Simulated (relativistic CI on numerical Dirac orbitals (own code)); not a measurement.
Radial Dirac CI calculation of Zn VIII.

Command:

```sh
python run_levels.py task.json out
```

Input:

```
atom Zn  Z=30  charge=7  electrons=23
nucleus A=64  rms_radius_fm=3.9283
hamiltonian dirac-coulomb  breit=on  qed=off  c_scale=1
orbitals kli  potential=per-configuration
slater_scale 1
correlation none
mixing on
grid step=0.0125 r_max=12.9
scf mixing=0.4 start=green max_iterations=150 tolerance=2e-08 node_fill=0.05
configurations
  [Ar] 3d5
  [Ne] 3s2 3p5 3d6
end
```

Output:

```
SCF 1: [Ar] 3d5
 iter      energy (Ha)   residual   last orbital (Ha)
    1     -1756.102196   2.85e+00    -12.56086
    2     -1773.506756   1.33e+00     -8.73595
    3     -1777.905640   1.08e-01     -6.17065
    4     -1777.979273   7.47e-02     -6.41550
    5     -1777.989184   1.23e-02     -6.29149
    6     -1777.989395   4.44e-04     -6.26247
    7     -1777.989401   3.04e-04     -6.26107
    8     -1777.989412   2.21e-05     -6.26172
    9     -1777.989413   1.87e-06     -6.26178
   10     -1777.989413   1.33e-08     -6.26177
SCF 2: [Ne] 3s2 3p5 3d6
 iter      energy (Ha)   residual   last orbital (Ha)
    1     -1752.302551   2.88e+00    -12.56086
    2     -1770.437558   1.33e+00     -8.68059
    3     -1774.874449   1.14e-01     -6.12968
    4     -1774.961197   7.64e-02     -6.38441
    5     -1774.971500   1.35e-02     -6.25851
    6     -1774.971835   5.12e-04     -6.22834
    7     -1774.971831   2.53e-04     -6.22604
    8     -1774.971841   7.77e-06     -6.22660
    9     -1774.971842   2.44e-06     -6.22661
   10     -1774.971842   3.44e-08     -6.22660
   11     -1774.971842   3.26e-09     -6.22660
orbital energies (Ha): 2s -49.1578  2p1/2 -44.0727  2p3/2 -43.1972  3s -10.8264  3p1/2 -9.1755  3p3/2 -9.0471  3d3/2 -6.2816  3d5/2 -6.2618
configuration averages (Ha): Dirac-Coulomb, Breit, QED
  3p6 3d5                      -1777.989413    0.761363    0.000000
  3p5 3d6                      -1774.971842    0.756494    0.000000
levels: no., configuration, term, J, E (cm-1), weight
   1 3p6 3d5                6S   5/2              0.0  1.00
   2 3p6 3d5                4G   11/2         55354.1  1.00
   3 3p6 3d5                4G   5/2          55454.1  0.99
   4 3p6 3d5                4G   9/2          55529.3  1.00
   5 3p6 3d5                4G   7/2          55534.7  0.99
   6 3p6 3d5                4P   5/2          63398.9  0.83
   7 3p6 3d5                4P   3/2          63846.4  0.87
   8 3p6 3d5                4P   1/2          64351.9  0.95
   9 3p6 3d5                4D   7/2          68920.5  0.99
  10 3p6 3d5                4D   1/2          69573.7  0.95
  11 3p6 3d5                4D   3/2          69910.5  0.87
  12 3p6 3d5                4D   5/2          69914.1  0.84
  13 3p6 3d5                2I   11/2         78962.3  0.98
  14 3p6 3d5                2I   13/2         79142.4  1.00
lowest total energy -1777.656774 Ha
end: converged
```

Against the reference input this run has: QED terms off. The reference run ends at -1777.144731 Ha with Breit and QED terms.
